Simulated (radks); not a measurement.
All-electron atom: Xe4+ in [Kr] 4d10 5s2 5p2. Method: scalar-relativistic Kohn-Sham, BLYP, spin-polarised, spherical densities, finite nucleus; open shells are filled with parallel spins first (spin-orbit coupling, left out, can overturn this in heavy ions); Fermi nuclear charge, rms radius 4.7859 fm; computed with a radial shooting solver on a logarithmic mesh with Libxc functionals.

Local quantities along the radius. ELF = 1/(1 + alpha^2) is the electron localisation function; alpha = (tau - tau_W)/tau_unif compares the Pauli kinetic energy density with that of the uniform gas (summed over spins); -r V(r) is the screened charge that the Kohn-Sham potential of spin up presents (atomic units); r v_xc is r times the local exchange-correlation potential of spin up (hartree bohr); s = |grad rho|/(2 (3 pi^2)^(1/3) rho^(4/3)) is the reduced gradient. tau is taken from the large components.

r (bohr)    ELF    alpha  -r V(r)   r v_xc       s
0.001654  0.999  0.02417    53.58  -0.1299  0.6368
0.002206  0.999  0.02556    53.42  -0.1523  0.5817
0.002942  0.999  0.02809    53.21  -0.1813  0.5455
0.003924  0.999  0.03235    52.93  -0.2178  0.5254
0.005234  0.998  0.03952    52.56  -0.2620  0.5201
0.006981  0.997  0.05197    52.07  -0.3133  0.5297
0.00931   0.994  0.07502    51.44  -0.3697  0.5553
0.01242   0.985   0.1217    50.62  -0.4268  0.5988
0.01656   0.951   0.2262    49.57  -0.4781  0.6593
0.02209   0.815   0.4767    48.26  -0.5162  0.7185
0.02946   0.499    1.003    46.63  -0.5404  0.7011
0.0393    0.319    1.460    44.63  -0.5696  0.5034
0.05241   0.457    1.089    42.27  -0.6691  0.3000
0.0699    0.705   0.6476    39.49  -0.8123  0.3134
0.09249   0.731   0.6067    36.35  -0.8918  0.4400
0.1234    0.464    1.075    32.72  -0.8929  0.5112
0.1645    0.344    1.380    28.78  -0.9256  0.2944
0.2195    0.650   0.7332    24.76   -1.133  0.2439
0.2927    0.753   0.5726    20.75   -1.191  0.4723
0.3904    0.355    1.349    16.97   -1.030  0.7043
0.5207    0.292    1.556    13.50  -0.9997  0.2364
0.6945    0.751   0.5763    10.53   -1.254  0.3057
0.9262    0.669   0.7034    8.051   -1.183  0.6194
1.235     0.330    1.424    6.413  -1.0000  0.8390
1.648     0.430    1.152    5.532  -0.9593  0.8035
2.198     0.723   0.6184    5.004  -0.8520   1.282
2.931     0.516   0.9689    4.626  -0.6052   2.888
3.909     0.058    4.041    4.399  -0.3975   8.599
5.214     0.001    40.68    4.199  -0.1985   37.81

On this mesh the ELF has minima near r = 0.039, 0.14, 0.45, 1.4 bohr, which separate the shells, and maxima near 0.0011 (1.00), 0.081 (0.75), 0.29 (0.75), 0.80 (0.76), 2.2 (0.72).
